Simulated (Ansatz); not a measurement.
A run for Ansatz (an electronic-structure program): U-wB97X-V/def2-TZVPP on OH (SMILES [OH]).

Ansatz 0.2 input:
```yaml
crystal:
  periodic: [false, false, false]
  atoms:
    - {symbol: O, position_ang: [0.00000000, -0.00000000, 0.48836012]}
    - {symbol: H, position_ang: [-0.00000000, 0.00000000, -0.48836012]}
basis:
  gaussian:
    orbitals: def2-TZVPP
hamiltonian:
  xc: {name: wB97X-V}
magnetization: {spin_polarized: true, initial_magnetization: 1}
```

The log:

```
WARN ansatz: RAYON_NUM_THREADS=4 ignored (pool sized by the plan → 4); use --threads N
Functional definition: wB97X-V
integrals: 0.01 GiB planned
210 factors; their error is unknown
integrals: 0.04 GiB planned
48 factors; integrals over basis functions are off by at most 4.4e-5 eV
mean field: 0.14 GiB planned
mean field evaluation 1: about -2060.1185 eV, gradient 1.6e1 eV
mean field evaluation 2: about -2060.4653 eV, gradient 1.3e1 eV
mean field evaluation 4: about -2060.9550 eV, gradient 1.3e-1 eV
mean field evaluation 8: about -2060.9576 eV, gradient 1.5e-2 eV
mean field -2060.95763326 eV, -75.7387960549 hartree, gradient 3.3e-5 eV, S^2 0.752288; 0 other end points of the search recorded, 0 dependent functions left out
reference -2060.95763263 eV, -75.7387960318 hartree; 5, 4 occupied and 40, 41 virtual orbitals, 210 factors
Total energy: -2060.95763263 eV, -75.7387960318 hartree
```

The run converged.

Cost: roughly 1.1 core-seconds.
